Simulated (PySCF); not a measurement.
Isomers of C7H16SSi, mass 160.074 u with the commonest isotopes. The calculation used PBE0/pcSseg-1 in PySCF (dipole) on a GFN2-xTB geometry, gas phase. One conformer each, none proved a minimum here; rigid rotors.

**Question.** Order these by rotational constant C, largest first.
A. `[CH3:1][CH2:2][Si:3]1([CH:4]([CH3:5])[CH3:6])[CH2:7][S:8][CH2:9]1` with C1–C2–Si3–C4 -65°, C2–Si3–C4–C5 -50°
B. `[CH3:1][CH2:2][Si@@H:3]1[CH2:4][C@@H:5]1[S:6][CH:7]([CH3:8])[CH3:9]` with C1–C2–Si3–C4 154°, C4–C5–S6–C7 85°, C5–S6–C7–C8 -62°
C. `[CH3:1][CH2:2][C@@:3]1([SiH3:4])[CH2:5][CH2:6][CH2:7][S:8][CH2:9]1` with C1–C2–C3–Si4 -65°, C2–C3–C5–C6 61°, C3–C5–C6–C7 62°, C5–C6–C7–S8 -63°, C6–C7–S8–C9 57°
D. `[CH3:1][CH2:2][Si@@H:3]([CH3:4])[S:5][C:6]1([CH3:7])[CH2:8][CH2:9]1` with C1–C2–Si3–C4 59°, C2–Si3–S5–C6 -167°, Si3–S5–C6–C7 -67°

**Answer.** C (779.2 MHz), A (691.2 MHz), D (577.0 MHz), B (532.6 MHz).

**Question.** Order these by rotational constant A, largest first.
A. `[CH3:1][CH2:2][Si@@H:3]1[CH2:4][C@@H:5]1[S:6][CH:7]([CH3:8])[CH3:9]` with C1–C2–Si3–C4 154°, C4–C5–S6–C7 85°, C5–S6–C7–C8 -62°
B. `[CH3:1][CH2:2][C@@:3]1([SiH3:4])[CH2:5][CH2:6][CH2:7][S:8][CH2:9]1` with C1–C2–C3–Si4 -65°, C2–C3–C5–C6 61°, C3–C5–C6–C7 62°, C5–C6–C7–S8 -63°, C6–C7–S8–C9 57°
C. `[CH3:1][CH2:2][Si@@H:3]([CH3:4])[S:5][C:6]1([CH3:7])[CH2:8][CH2:9]1` with C1–C2–Si3–C4 59°, C2–Si3–S5–C6 -167°, Si3–S5–C6–C7 -67°
D. `[CH3:1][CH2:2][Si:3]1([CH:4]([CH3:5])[CH3:6])[CH2:7][S:8][CH2:9]1` with C1–C2–Si3–C4 -65°, C2–Si3–C4–C5 -50°

**Answer.** C (2370 MHz), A (2250 MHz), B (1656 MHz), D (1452 MHz).

**Question.** Order these by out-of-plane moment Σ m c² = (Ia + Ib − Ic)/2, largest first.
A. `[CH3:1][CH2:2][Si@@H:3]([CH3:4])[S:5][C:6]1([CH3:7])[CH2:8][CH2:9]1` with C1–C2–Si3–C4 59°, C2–Si3–S5–C6 -167°, Si3–S5–C6–C7 -67°
B. `[CH3:1][CH2:2][Si@@H:3]1[CH2:4][C@@H:5]1[S:6][CH:7]([CH3:8])[CH3:9]` with C1–C2–Si3–C4 154°, C4–C5–S6–C7 85°, C5–S6–C7–C8 -62°
C. `[CH3:1][CH2:2][C@@:3]1([SiH3:4])[CH2:5][CH2:6][CH2:7][S:8][CH2:9]1` with C1–C2–C3–Si4 -65°, C2–C3–C5–C6 61°, C3–C5–C6–C7 62°, C5–C6–C7–S8 -63°, C6–C7–S8–C9 57°
D. `[CH3:1][CH2:2][Si:3]1([CH:4]([CH3:5])[CH3:6])[CH2:7][S:8][CH2:9]1` with C1–C2–Si3–C4 -65°, C2–Si3–C4–C5 -50°

**Answer.** C (126.62 u·Å²), D (118.31 u·Å²), A (81.52 u·Å²), B (73.58 u·Å²).

```tsv
SMILES	point group	Ia (u·Å²)	Ib (u·Å²)	Ic (u·Å²)	κ	μa (D)	μb (D)	μc (D)
CC[Si@@H]1C[C@@H]1SC(C)C	C1	224.61	871.49	948.94	-0.94	0.09	0.90	0.04
CC[Si]1(C(C)C)CSC1	C1	348.05	619.70	731.13	-0.67	2.92	0.33	0.31
CC[Si@@H](C)SC1(C)CC1	C1	213.24	825.70	875.91	-0.96	0.18	1.70	0.09
CC[C@@]1([SiH3])CCCSC1	C1	305.21	596.64	648.62	-0.85	0.57	0.73	1.24
```
